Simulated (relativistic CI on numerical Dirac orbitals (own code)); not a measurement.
Ni2+ in a cubic cluster: 2p photoemission with charge transfer

Computed with a charge-transfer multiplet model of a cubic metal-ligand cluster with up to 2 ligand holes, Slater and spin-orbit integrals from Dirac-Coulomb-Breit ions, Slater integrals scaled by 0.8. The ground state mixes d8 with configurations of k ligand holes L, whose averages lie at kΔ + k(k − 1)U_dd/2; a core hole lowers each added d electron by U_cd. 300 K, Lorentzian 0.6 eV and Gaussian 0.8 eV FWHM.

Atomic integrals in eV (Slater integrals scaled, ζ unscaled), ground: F2dd 9.736, F4dd 6.042, zeta_d 0.080; with the core hole: F2dd 11.178, F4dd 6.982, zeta_d 0.114, zeta_core 11.406, F2cd 6.704, G1cd 5.115, G3cd 2.909.

Cluster parameters (eV): Δ = 2.3, U_dd = 7.5, 10Dq = 0.95, 10Dq(ligand) = 0.9, V(eg) = 1.35, V(t2g) = -0.6, final-state hopping factor = 1.

| Case | n_d | d8 | d9L | d10L2 | S |
| --- | --- | --- | --- | --- | --- |
| U_cd = 7.3 eV | 8.18 | 0.82 | 0.17 | 0.00 | 1.00 |
| U_cd = 8.5 eV | 8.18 | 0.82 | 0.17 | 0.00 | 1.00 |
| U_cd = 9.1 eV | 8.18 | 0.82 | 0.17 | 0.00 | 1.00 |
| U_cd = 9.7 eV | 8.18 | 0.82 | 0.17 | 0.00 | 1.00 |
| U_cd = 10.9 eV | 8.18 | 0.82 | 0.17 | 0.00 | 1.00 |

Weights, n_d and S are thermal averages at 300 K. Binding energies count from the first peak over 30 % of the highest in each spectrum, which can be another peak from case to case. The parameters are a model scan and need not match a compound or its usual spin state. Peaks in eV (height, largest 100):
- U_cd = 7.3 eV: 0.0 (100), 4.7 (74), 6.9 (30), 9.3 (16), 17.5 (44), 22.2 (38), 24.3 (29)
- U_cd = 8.5 eV: 0.0 (100), 4.7 (70), 6.3 (50), 7.3 (55), 10.4 (20), 17.5 (45), 21.8 (33), 25.3 (47)
- U_cd = 9.1 eV: 0.0 (100), 4.5 (65), 6.9 (65), 7.9 (68), 11.1 (23), 17.5 (45), 21.6 (34), 25.9 (55)
- U_cd = 9.7 eV: 0.0 (100), 4.4 (62), 7.5 (80), 8.5 (82), 11.7 (26), 17.4 (45), 21.4 (38), 26.5 (65)
- U_cd = 10.9 eV: 0.0 (83), 4.7 (55), 8.9 (100), 10.0 (99), 13.3 (30), 17.3 (38), 21.3 (44), 28.0 (76)

For the case U_cd = 9.1 eV, Δ = 2.3 eV is smaller than U_dd = 7.5 eV, the charge-transfer side of the Zaanen-Sawatzky-Allen scheme. With the core hole the configuration with one ligand hole lies at Δ − U_cd = -5.0, -6.2, -6.8, -7.4, -8.6 eV from the one without, in the order of the table; where this is negative the screened configuration lies lower.
